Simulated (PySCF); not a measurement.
**Gas-phase thermal properties of CH₃I**

Method: PySCF energies (xtb for GFN2) plus ideal-gas RRHO corrections (1 bar). All species are closed-shell singlets. I: scalar-relativistic def2 core potential, no spin-orbit coupling. The harmonic model lacks anharmonicity and excited electronic states, which grow with temperature; levels with a mode under 35 cm⁻¹ are left out.

| level | point group | σ | ZPE (kJ/mol) | S°298 (J/mol/K) | Cp298 (J/mol/K) | S°1000 (J/mol/K) | H1000 − H298 (kJ/mol) |
|---|---|---|---|---|---|---|---|
| GFN2-xTB | C3v | 3 | 94.9 | 253.2 | 43.0 | 326.2 | 44.9 |
| PBE/def2-SVP | C3v | 3 | 92.9 | 254.5 | 44.8 | 329.5 | 46.0 |
| PBE0/def2-TZVP | C3v | 3 | 96.2 | 253.5 | 43.6 | 326.8 | 45.0 |
σ: rotational symmetry number. Electronic degeneracy used: 1. Frequencies are unscaled.
